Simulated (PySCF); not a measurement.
Al(Me)2(F) (C2H6AlF), SMILES [CH3][Al]([CH3])[F]. Atoms are numbered in the order given.

```xyz
10

Al     0.0000     0.0000    -0.0408
C      1.7394     0.0043     0.8294
H      1.6928     0.3674     1.8684
H      2.1483    -1.0208     0.8631
H      2.4714     0.6174     0.2797
C     -1.7394    -0.0043     0.8294
H     -2.1483     1.0208     0.8631
H     -2.4714    -0.6174     0.2797
H     -1.6928    -0.3674     1.8684
F      0.0000     0.0000    -1.7161
```
Charge 0, spin multiplicity 1.

The structure is a stationary point at PBE0-D3(BJ)/def2-SVP. The isomer is the one that the SMILES or the coordinates give; other isomers of the formula were not compared.

Two levels are set side by side: PBE/pcSseg-1 (PySCF) and B3LYP/pcSseg-1 (PySCF). GIAO shifts against CFCl3 (¹⁹F), TMS (¹H), TMS (¹³C) at the same level; non-relativistic, no solvent, atoms listed together averaged. Differences are taken from unrounded values.

```tsv
quantity	B3LYP
δ(¹³C) of C2, C6 (ppm)	-9.7
δ(¹⁹F) of F10 (ppm)	-134.9
```

What does PBE give, and how far is it from B3LYP? (The exact figures need the calculation; the answer reports its results.)


| quantity | PBE | PBE minus B3LYP |
|---|---|---|
| δ(¹³C) of C2, C6 (ppm) | -9.5 | 0.3 |
| δ(¹⁹F) of F10 (ppm) | -140.0 | -5.1 |

Rough cost on one machine, each run with all the roots and properties that it gave: B3LYP against PBE within a factor of 2.
